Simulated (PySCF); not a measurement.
## Kr²⁺: excitation energy

Kr²⁺ [Ar] 3d10 4s2 4p4 (3P) → Kr²⁺ [Ar] 3d10 4s1 4p5 (3P), as a difference of total energies. Calculation: PySCF 2.14, in aug-cc-pVQZ-PP with one added diffuse shell each of s, p, d, f, g type with ECP10MDF (8s7p6d4f3g, 114 functions); scalar relativity through the core potential. Correlated levels: valence: 3s2 3p6 3d10 frozen. The calculations carry no spin-orbit coupling.

| method | excitation energy (eV) |
| --- | --- |
| UHF | 16.753 |
| LDA | 15.177 |
| PBE | 15.066 |
| PBE0 | 15.502 |
| r2SCAN | 15.339 |
| BP86 | 15.054 |
| BHandHLYP | 15.985 |
| MN15 | 14.958 |
| MP2 (valence) | 15.488 |
| SCS-MP2 (valence) | 15.320 |

**Question.** How much does correlation contribute at MP2 (valence)?

**Answer.** 15.488 − (16.753) = -1.265 eV, measured against UHF.
